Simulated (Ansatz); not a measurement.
`NCB(O)[SeH]` and `CB(O)[SeH]` differ in one atom or group.

Ansatz, PBE0-D4/def2-TZVP geometries, multiplicity 1. Each molecule was computed in one conformer, which needn't be the lowest.

Scalar relativity is left out up to krypton.

| property | `NCB(O)[SeH]` |
| --- | --- |
| size of the dipole moment (ωB97M-V/def2-TZVPP) / D | 2.41 |
| HOMO–LUMO gap (PBE0/def2-TZVPP) / eV | 6.54 |
| ideal-gas entropy at 298 K and 1 bar (rigid rotor, harmonic PBE0-D4/def2-TZVP) / J/(mol·K) | 357 |
| HOMO–LUMO gap (PBE/def2-TZVPP) / eV | 4.21 |
| LUMO energy (PBE/def2-TZVPP) / eV | -1.02 |
| LUMO energy (ωB97M-V/def2-TZVPP) / eV | 1.55 |

(1) Give the same properties after the change, and the shifts. (An estimate is asked.)

Results:

(1) Computed: 
```
                                                                                  property  `CB(O)[SeH]`  shift
                                        size of the dipole moment (ωB97M-V/def2-TZVPP) / D          2.35  -0.06
                                                      HOMO–LUMO gap (PBE0/def2-TZVPP) / eV          7.26   0.72
ideal-gas entropy at 298 K and 1 bar (rigid rotor, harmonic PBE0-D4/def2-TZVP) / J/(mol·K)           331    -26
                                                       HOMO–LUMO gap (PBE/def2-TZVPP) / eV          5.17   0.96
                                                         LUMO energy (PBE/def2-TZVPP) / eV         -0.73   0.29
                                                     LUMO energy (ωB97M-V/def2-TZVPP) / eV          1.81   0.26
```

With PBE0 the HOMO falls by 0.38 eV and the LUMO rises by 0.34 eV, so the gap widens by about 0.72 eV. PBE moves the HOMO by -0.67 eV and ωB97M-V by -0.20 eV. The zero-point energy changes by -49.0 kJ/mol with -6 modes. Dipoles are sizes alone; their direction can turn. Modes under 60 cm⁻¹, often nearly free rotors, make the harmonic entropy too high.

Spin–orbit coupling is left out; it splits and shifts lone-pair levels of the heavy atoms by tenths of an eV.
